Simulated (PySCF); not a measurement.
CH5N2S, charge +1.

```xyz
9

N      1.2458    -0.9763     0.0000
C      0.1443    -0.2175     0.0000
N     -1.1182    -1.0976     0.0000
S     -0.0543     1.3856     0.0000
H      1.2559    -1.9921     0.0000
H      2.1472    -0.5039     0.0000
H     -1.9247    -0.4532     0.0000
H     -1.1847    -1.6988     0.8386
H     -1.1847    -1.6988    -0.8386
```
Charge +1, spin multiplicity 1.

Geometry optimised at B3LYP-D3(BJ)/def2-SVP. The isomer is the one that the SMILES or the coordinates give; other isomers of the formula were not compared. The values are those of a single conformer.

Level of theory: KT2/pcSseg-1 (PySCF). Non-relativistic, no solvent.

### Question
Give the absolute GIAO shielding of each atom: isotropic value and principal components (ppm). (Estimate from the structure and the level; the computed values follow.)

### Answer

| atom | σ(iso) | σ11 | σ22 | σ33 | span |
|---|---|---|---|---|---|
| N1 | 128.6 | 27.4 | 159.6 | 198.9 | 171.4 |
| C2 | 35.3 | -118.8 | 65.6 | 159.0 | 277.7 |
| N3 | 157.0 | 80.3 | 168.5 | 222.3 | 142.0 |
| S4 | 185.7 | -153.6 | 168.4 | 542.3 | 695.9 |
| H5 | 25.4 | 20.6 | 22.4 | 33.2 | 12.6 |
| H6 | 24.5 | 19.9 | 22.0 | 31.6 | 11.7 |
| H7 | 26.4 | 22.5 | 24.9 | 31.8 | 9.3 |
| H8 | 25.0 | 19.9 | 22.8 | 32.3 | 12.4 |
| H9 | 25.0 | 19.9 | 22.8 | 32.3 | 12.4 |
